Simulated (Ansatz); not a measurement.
Reaction (cleavage of the Ge–Si bond): `[OH][GeH2][SiH](O)O` + CH₃SH → `C[S][GeH2][OH]` + `O[SiH2]O`

Computed with Ansatz on PBE0-D4/def2-TZVP structures; ΔE is electronic, products minus reactants. CCSD(T)/CBS is the MP2 limit (def2-TZVPP, def2-QZVPP) plus CCSD(T) − MP2 in def2-TZVPP, frozen cores. This one scheme is used for every species. Functionals use def2-TZVPP. B3LYP here is the variant with VWN-RPA as its local correlation; programs differ in this. For Ge outer-core shells are correlated without core-valence functions, which leaves a few kJ/mol of doubt a bond. Scalar relativity is left out up to krypton. One conformer a species, not always the lowest.

```csv
level,ΔE (kJ/mol),difference from CCSD(T)/CBS
PBE-D4,-35.8,10.0
r2SCAN-D4,-43.0,2.8
PBE0-D4,-39.3,6.5
B3LYP-D4,-40.8,5.0
ωB97X-V,-41.8,4.0
ωB97M-V,-42.7,3.1
B2PLYP,-46.5,-0.7
PBE,-36.6,9.2
r2SCAN,-43.2,2.6
PBE0,-39.9,5.9
B3LYP,-42.1,3.7
HF/def2-TZVPP,-56.5,-10.7
MP2/def2-TZVPP,-53.6,-7.8
SCS-MP2/def2-TZVPP,-53.2,-7.4
CCSD/def2-TZVPP,-45.7,0.1
CCSD(T)/def2-TZVPP,-46.1,-0.3
HF/def2-QZVPP,-57.1,-11.3
MP2/def2-QZVPP,-53.6,-7.8
SCS-MP2/def2-QZVPP,-53.6,-7.8
HF/CBS(def2),-57.2,-11.4
MP2/CBS(def2),-53.3,-7.5
CCSD/CBS(def2),-45.4,0.4
CCSD(T)/CBS,-45.8,0
```

Largest T1 diagnostic among the species: 0.012.

From PBE to PBE0 (25 % exact exchange), in def2-TZVPP and without D4, ΔE moves by −3.4 kJ/mol.
